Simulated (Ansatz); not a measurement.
The inner images of a band of a periodic cell of 13 atoms, Tc₁₂Au (surface Tc(0001), adsorbate Au) are given out of order.

Theory: DFT PBE-D3(BJ), scalar-relativistic, plane waves, PAW (Ansatz 0.2.0). Settings: cutoff 600 eV, k mesh 4x4x1, fermi-dirac smearing 0.05 eV, no spin polarisation.

First end point:

```xyz
13
Lattice="5.4800 0.0000 0.0000 2.7400 4.7458 0.0000 0.0000 0.0000 15.3950" Properties=species:S:1:pos:R:3
Tc 0.000 0.000 1.000
Tc 2.740 0.000 1.000
Tc 1.370 2.373 1.000
Tc 4.110 2.373 1.000
Tc 0.000 1.582 3.044
Tc 2.740 1.584 3.122
Tc 1.372 3.954 3.122
Tc 4.108 3.954 3.122
Tc 0.000 0.014 5.235
Tc 2.740 0.000 5.209
Tc 1.358 2.366 5.235
Tc 4.122 2.366 5.235
Au 2.740 3.164 7.459
```

Last end point:

```xyz
13
Lattice="5.4800 0.0000 0.0000 2.7400 4.7458 0.0000 0.0000 0.0000 15.3950" Properties=species:S:1:pos:R:3
Tc 0.000 0.000 1.000
Tc 2.740 0.000 1.000
Tc 1.370 2.373 1.000
Tc 4.110 2.373 1.000
Tc 0.000 1.581 3.101
Tc 2.740 1.582 3.118
Tc 1.370 3.955 3.101
Tc 4.110 3.955 3.101
Tc 0.000 0.000 5.237
Tc 2.740 -0.034 5.222
Tc 1.341 2.390 5.222
Tc 4.139 2.390 5.222
Au 2.740 1.582 7.399
```

Put them in order from the first end to the last, with their energies above the first end.
A.
```xyz
13
Lattice="5.4800 0.0000 0.0000 2.7400 4.7458 0.0000 0.0000 0.0000 15.3950" Properties=species:S:1:pos:R:3
Tc 0.000 0.000 1.000
Tc 2.740 0.000 1.000
Tc 1.370 2.373 1.000
Tc 4.110 2.373 1.000
Tc 0.000 1.555 3.067
Tc 2.740 1.583 3.117
Tc 1.361 3.955 3.113
Tc 4.120 3.956 3.113
Tc -0.001 -0.032 5.239
Tc 2.739 0.074 5.242
Tc 1.300 2.403 5.217
Tc 4.178 2.403 5.217
Au 2.741 2.150 7.430
```
B.
```xyz
13
Lattice="5.4800 0.0000 0.0000 2.7400 4.7458 0.0000 0.0000 0.0000 15.3950" Properties=species:S:1:pos:R:3
Tc 0.000 0.000 1.000
Tc 2.740 0.000 1.000
Tc 1.370 2.373 1.000
Tc 4.110 2.373 1.000
Tc 0.000 1.547 3.048
Tc 2.740 1.577 3.116
Tc 1.366 3.946 3.122
Tc 4.115 3.946 3.122
Tc -0.002 -0.056 5.259
Tc 2.738 0.044 5.219
Tc 1.311 2.368 5.221
Tc 4.166 2.368 5.221
Au 2.740 2.686 7.455
```
C.
```xyz
13
Lattice="5.4800 0.0000 0.0000 2.7400 4.7458 0.0000 0.0000 0.0000 15.3950" Properties=species:S:1:pos:R:3
Tc 0.000 0.000 1.000
Tc 2.740 0.000 1.000
Tc 1.370 2.373 1.000
Tc 4.110 2.373 1.000
Tc 0.000 1.558 3.046
Tc 2.740 1.578 3.118
Tc 1.369 3.946 3.123
Tc 4.111 3.946 3.123
Tc -0.003 -0.036 5.255
Tc 2.737 0.019 5.212
Tc 1.331 2.359 5.225
Tc 4.146 2.359 5.225
Au 2.740 2.929 7.458
```
D.
```xyz
13
Lattice="5.4800 0.0000 0.0000 2.7400 4.7458 0.0000 0.0000 0.0000 15.3950" Properties=species:S:1:pos:R:3
Tc 0.000 0.000 1.000
Tc 2.740 0.000 1.000
Tc 1.370 2.373 1.000
Tc 4.110 2.373 1.000
Tc 0.000 1.572 3.083
Tc 2.740 1.588 3.118
Tc 1.363 3.962 3.107
Tc 4.117 3.962 3.107
Tc -0.003 -0.010 5.233
Tc 2.737 0.044 5.241
Tc 1.312 2.409 5.216
Tc 4.164 2.410 5.216
Au 2.739 1.860 7.411
```
E.
```xyz
13
Lattice="5.4800 0.0000 0.0000 2.7400 4.7458 0.0000 0.0000 0.0000 15.3950" Properties=species:S:1:pos:R:3
Tc 0.000 0.000 1.000
Tc 2.740 0.000 1.000
Tc 1.370 2.373 1.000
Tc 4.110 2.373 1.000
Tc 0.001 1.546 3.055
Tc 2.740 1.579 3.115
Tc 1.363 3.949 3.119
Tc 4.118 3.949 3.119
Tc 0.002 -0.053 5.253
Tc 2.742 0.063 5.228
Tc 1.304 2.383 5.218
Tc 4.178 2.383 5.218
Au 2.742 2.441 7.449
```

C (+0.016 eV), B (+0.048 eV), E (+0.065 eV), A (+0.037 eV), D (-0.019 eV).

Time of the run: 41 min on 4 threads of Arm Neoverse V1, with other jobs on the host, peak memory 5.7 GiB.
